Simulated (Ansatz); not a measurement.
One change: `C#CBO` becomes `C#CB(O)F`.

Ansatz, PBE0-D4/def2-TZVP geometries, multiplicity 1. Each molecule was computed in one conformer, which needn't be the lowest.

```tsv
property	`C#CBO`
zero-point energy (PBE0-D4/def2-TZVP) / kJ/mol	123.3
HOMO energy (PBE/def2-TZVPP) / eV	-7.13
HOMO energy (B3LYP/def2-TZVPP) / eV	-8.13
HOMO–LUMO gap (B3LYP/def2-TZVPP) / eV	6.60
LUMO energy (PBE/def2-TZVPP) / eV	-2.27
HOMO–LUMO gap (PBE0/def2-TZVPP) / eV	7.06
```

(1) Give the same properties after the change, and the shifts. (Best estimate.)

Results:

(1) Computed: 
```json
{"property": "zero-point energy (PBE0-D4/def2-TZVP) / kJ/mol", "`C#CB(O)F`": "108.5", "shift": "-14.8"}
{"property": "HOMO energy (PBE/def2-TZVPP) / eV", "`C#CB(O)F`": "-7.39", "shift": "-0.26"}
{"property": "HOMO energy (B3LYP/def2-TZVPP) / eV", "`C#CB(O)F`": "-8.43", "shift": "-0.30"}
{"property": "HOMO–LUMO gap (B3LYP/def2-TZVPP) / eV", "`C#CB(O)F`": "7.18", "shift": "0.58"}
{"property": "LUMO energy (PBE/def2-TZVPP) / eV", "`C#CB(O)F`": "-1.96", "shift": "0.31"}
{"property": "HOMO–LUMO gap (PBE0/def2-TZVPP) / eV", "`C#CB(O)F`": "7.67", "shift": "0.61"}
```

With PBE0 the HOMO falls by 0.31 eV and the LUMO rises by 0.30 eV, so the gap widens by about 0.61 eV. PBE moves the HOMO by -0.26 eV and ωB97M-V by -0.33 eV.

B3LYP here is the variant with VWN-RPA as its local correlation; programs differ in this.
